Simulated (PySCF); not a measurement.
**Electronic structure of Co (cobalt, neutral) at the UHF level**

Configuration: [Ar] 3d6 4s2 4p1, one real determinant (an excited configuration). Calculation: PySCF 2.14, in aug-cc-pwCVTZ-DK (10s9p7d4f3g, 127 functions); the spin-free X2C one-electron Hamiltonian (Gaussian nucleus).

```json
{
  "Total energy": "-1391.695603 hartree",
  "One-electron energy": "-1920.1457 hartree",
  "Hartree (Coulomb) energy": "586.9239 hartree",
  "Exchange energy": "-58.4737 hartree",
  "⟨S²⟩": "8.7585",
  "⟨L²⟩": "8.526",
  "Sum of ⟨r⟩": "23.06 bohr",
  "Sum of ⟨r²⟩": "45.61 bohr²",
  "Traceless quadrupole moment −½Σ⟨3z² − r²⟩ along its main axis": "-6.66 e·bohr²",
  "Langevin diamagnetic susceptibility": "-36.1 ×10⁻⁶ cm³/mol"
}
```

```
shell  electrons  mean orbital energy (hartree)  spread (hartree)  rms radius, mean of both spins (bohr)
 1s α          1                     -286.05222                 0                                 0.0649
 1s β          1                     -286.05022                 0                                 0.0649
 2s α          1                      -35.84731                 0                                  0.276
 2s β          1                      -35.70660                 0                                  0.276
 2p α          3                      -30.61158           0.04112                                  0.249
 2p β          3                      -30.47301           0.00053                                  0.249
 3s α          1                       -5.09419                 0                                  0.824
 3s β          1                       -4.70735                 0                                  0.824
 3p α          3                       -3.52166           0.08275                                  0.879
 3p β          3                       -3.05748           0.08098                                  0.879
 3d α          5                       -1.00842           0.08624                                   1.07
 3d β          1                       -0.79615                 0                                   1.07
 4s α          1                       -0.41982                 0                                   2.94
 4s β          1                       -0.32801                 0                                   2.94
 4p α          1                       -0.21037                 0                                   3.86
```

⟨L²⟩ = 8.53 against 12 for a pure F term, so this real determinant mixes terms.

Densities and radii are taken from the X2C orbitals without a picture-change correction, which distorts them close to the nucleus.

Spin-orbit constants ζ (cm⁻¹) from the X2C one-electron operator on these orbitals: bare nucleus, nucleus screened by l(l+1)(2l+1)/3 electrons, and screened by the Breit-Pauli mean field of the electrons.

```json
{"shell": "2p", "bare": "83600", "screened nucleus": "77410", "mean field": "n/a"}
{"shell": "3p", "bare": "10660", "screened nucleus": "9872", "mean field": "n/a"}
{"shell": "3d", "bare": "1036", "screened nucleus": "652.0", "mean field": "n/a"}
{"shell": "4p", "bare": "396.1", "screened nucleus": "366.8", "mean field": "n/a"}
```

To first order the Landé constant is A = -62.49 cm⁻¹, so the lowest level has J = 11/2 and lies 0.0581 eV below the centre of the term. This holds in LS coupling only.
